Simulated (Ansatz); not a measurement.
`[SiH3][Sn]([Cl])([Cl])[Cl]` + `CC(C)N` → `CC(C)[NH][Sn]([Cl])([Cl])[Cl]` + SiH₄ at 600 K and 1 bar (cleavage of the Sn–Si bond).

Program: Ansatz. Geometries: PBE0-D4/def2-TZVP. ΔE: electronic, gas phase. CCSD(T)/CBS is the MP2 limit (def2-TZVPP, def2-QZVPP) plus CCSD(T) − MP2 in def2-TZVPP, frozen cores. This one scheme is used for every species. def2 core potentials past Kr. For Sn outer-core shells are correlated without core-valence functions, which leaves a few kJ/mol of doubt a bond. One conformer a species, not always the lowest.

```
                        species  CCSD(T)/CBS energy (Eh)  H − E (kJ/mol)  S (J/(mol·K))
   `[SiH3][Sn]([Cl])([Cl])[Cl]`              -1884.38944           143.6          511.9
                       `CC(C)N`               -174.28253           372.6          384.6
`CC(C)[NH][Sn]([Cl])([Cl])[Cl]`              -1767.19862           398.0          624.4
                           SiH₄               -291.46306           108.7          242.3
```

H − E and S are ideal-gas, rigid-rotor, harmonic terms from PBE0-D4/def2-TZVP, for one conformer and one mirror image of each species. 1 Eh = 2625.50 kJ/mol, R = 8.31446 J/(mol·K).

Q: By hand: ΔE, ΔH, ΔS and ΔG.

A: ΔE = (-1767.19862) + (-291.46306) − (-1884.38944) − (-174.28253) = 0.01029 Eh = 27.0 kJ/mol. Δ(H − E) = 398.0 + 108.7 − 143.6 − 372.6 = -9.5, so ΔH = 17.5 kJ/mol. ΔS = 624.4 + 242.3 − 511.9 − 384.6 = -29.8 J/(mol·K). ΔG = 17.5 − 600 × (-29.8)/1000 = 35.4 kJ/mol.

Q: By hand: the equilibrium constant, and the temperature at which ΔG would vanish if ΔH and ΔS stayed fixed.

A: log₁₀ K = −ΔG/(RT ln 10) = -3.1. ΔH and −TΔS have one sign here, so there is no such temperature.

TΔS isn't small against ΔH here. A doubt of 5 kJ/mol in ΔE shifts log₁₀ K by 0.4 here. Other conformers and mirror images would add mixing entropy, several J/(mol·K) or more a flexible species. Modes under 60 cm⁻¹, often nearly free rotors, make the harmonic entropy too high. These are equilibria of isolated gas molecules and say nothing of rates. Largest T1 diagnostic: 0.011 (customary marks: 0.02 for closed shells, 0.045 for open ones).
